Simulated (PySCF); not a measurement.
Frontier levels across methods

Species: CH5F2NSi.
Structure used (PBE0-D3(BJ)/def2-SVP), in Å, numbered top down from 1:
```xyz
10
CH5F2NSi angstrom
C      1.3386    0.3360   -0.3694
N      0.3045   -0.1582    0.5105
Si    -1.3417   -0.3141    0.1334
F     -2.1538   -0.3207    1.5273
F     -1.7832    0.9630   -0.7511
H      2.0039   -0.4601   -0.7505
H      1.9678    1.0912    0.1302
H      0.8817    0.8315   -1.2386
H      0.6241   -0.4943    1.4116
H     -1.7944   -1.4999   -0.6248
```

Basis pcSseg-2 throughout (PySCF), one geometry. The structure is a single PBE0-D3(BJ)/def2-SVP conformer in the gas phase; no vibrational or solvent corrections.

How do the orbital energies, the gap and the dipole change with the method?

| method | kind | HOMO (eV) | LUMO (eV) | gap (eV) | μ (D) | SCF cycles |
| --- | --- | --- | --- | --- | --- | --- |
| BLYP | GGA | -5.98 | -0.40 | 5.58 | 2.67 | 15 |
| OPBE | GGA | -6.05 | -0.29 | 5.77 | 2.62 | 15 |
| B97-D | GGA | -6.08 | -0.26 | 5.82 | 2.63 | 14 |
| PBE | GGA | -6.10 | -0.42 | 5.68 | 2.67 | 15 |
| KT2 | GGA | -6.20 | -0.48 | 5.71 | 2.67 | 16 |
| BP86 | GGA | -6.20 | -0.32 | 5.87 | 2.66 | 15 |
| KT3 | GGA | -6.21 | -0.57 | 5.63 | 2.64 | 16 |
| LDA | LDA | -6.23 | -0.59 | 5.65 | 2.75 | 14 |
| B97-2 | global hybrid | -7.24 | 0.38 | 7.62 | 2.71 | 14 |
| B3LYP | global hybrid | -7.28 | 0.05 | 7.32 | 2.73 | 13 |
| PBE0 | global hybrid | -7.51 | 0.35 | 7.86 | 2.74 | 13 |
| mPW1PW91 | global hybrid | -7.54 | 0.32 | 7.86 | 2.74 | 13 |
| BHandHLYP | global hybrid | -8.85 | 0.89 | 9.74 | 2.81 | 12 |
| CAM-B3LYP | range-separated hybrid | -8.94 | 1.05 | 9.99 | 2.77 | 13 |
| wB97X-D | range-separated hybrid | -9.41 | 2.09 | 11.49 | 2.75 | 14 |
| LC-wPBE | range-separated hybrid | -10.33 | 2.21 | 12.54 | 2.75 | 14 |
| HF | Hartree–Fock | -10.96 | 2.52 | 13.48 | 2.85 | 10 |

The HOMO spans 4.97 eV, from BLYP down to HF, and the gap runs from 5.58 eV (BLYP) to 13.48 eV (HF). Over the methods BLYP (0 %), OPBE (0 %), B97-D (0 %), PBE (0 %), KT2 (0 %), BP86 (0 %), KT3 (0 %), LDA (0 %), B97-2 (21 %), B3LYP (20 %), PBE0 (25 %), mPW1PW91 (25 %), BHandHLYP (50 %), HF (100 %), a straight line through the gap against the share of exact exchange rises by 0.79 eV for each 10 % (correlation coefficient 0.999). The dipole ranges from 2.62 D (OPBE) to 2.85 D (HF). This basis has no diffuse functions.
